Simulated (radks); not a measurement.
The numbers below are computed, except where a source is named.
Species: Hf56+. Configuration: [Ne] 3s2 3p4 (the NIST ground configuration).

Code: a radial shooting solver on a logarithmic mesh with Libxc functionals. Model: scalar-relativistic Kohn-Sham, PBEsol, spin-polarised, spherical densities, finite nucleus; open shells are filled with parallel spins first (spin-orbit coupling, left out, can overturn this in heavy ions); Fermi nuclear charge, rms radius 5.347 fm.

Energy parts (hartree):
total: -11754.2242
kinetic: 13143.2058
electron-nucleus: -25981.5792
Hartree: 1240.0213
exchange-correlation: -155.8721

Orbitals (lengths in bohr, moments of r in powers of bohr; r(max) is where P^2 peaks):
| orbital | occ. | eigenvalue (hartree) | r(max) |
|---|---|---|---|
| 1s up | 1 | -2552.906 | 0.01191 |
| 1s down | 1 | -2552.635 | 0.01191 |
| 2s up | 1 | -559.8222 | 0.06775 |
| 2s down | 1 | -559.6232 | 0.06776 |
| 2p up | 3 | -511.0538 | 0.05532 |
| 2p down | 3 | -510.7801 | 0.05534 |
| 3s up | 1 | -221.9067 | 0.1829 |
| 3s down | 1 | -221.1655 | 0.1829 |
| 3p up | 3 | -207.3643 | 0.1785 |
| 3p down | 1 | -206.6193 | 0.1785 |

The highest occupied level is 3p down at -5622.4 eV. For comparison, the ionisation energy in NIST's Atomic Spectra Database is 5595 eV (theoretical). In exact Kohn-Sham theory the highest level is minus the ionisation energy, but local and semilocal functionals leave it too shallow, through self-interaction and a potential that decays too fast; potentials with the right tail come closer. The spin density at the nucleus is -40.51 e/bohr^3 (1s -79.93, 2s 0.64, 3s 38.77). Summed over all electrons, <r^2> = 0.3033 bohr^2, which gives a Langevin (diamagnetic) susceptibility term of -0.24 x 10^-6 cm^3/mol. The electron density at the nucleus is 1.281e+06 e/bohr^3 (large components only).
